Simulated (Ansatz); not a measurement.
Wavefunction ladder for C$_{2}$H$_{4}$AlBr

Cartesian coordinates in Å:
```
Br -1.302 -1.562 0.635
C -0.278 -0.397 -0.730
C -0.158 0.958 -0.020
Al 0.967 -0.438 0.702
H -0.778 -0.556 -1.680
H -1.049 1.436 0.387
H 0.381 1.641 -0.686
H 2.217 -1.083 1.393
```

Charge 0, multiplicity 1. Correlated methods include outer-core shells of Br, which these sets cover unevenly. Scalar relativity is left out up to krypton. The bonds changed during the relaxation, so this is another structure than the one it started from. All single points use the PBE0-D4/def2-TZVP geometry. Frozen core, restricted reference, the Gaussian-basis code of Ansatz.

```csv
basis,HF (Eh),MP2 corr.,CCSD corr.,(T),CCSD(T) total
def2-SVP,-2891.87085,?,?,-0.01940,?
def2-TZVPP,?,-0.69237,-0.72089,-0.03118,?
def2-QZVPP,-2892.41983,?,–,–,–
```

Q: Fill in the withheld values. (An estimate is asked.)

A: Ansatz gave: def2-SVP MP2 corr.: -0.56966; def2-SVP CCSD corr.: -0.60115; def2-SVP CCSD(T) total: -2892.49140; def2-TZVPP HF (Eh): -2892.35999; def2-TZVPP CCSD(T) total: -2893.11206; def2-QZVPP MP2 corr.: -1.03749.
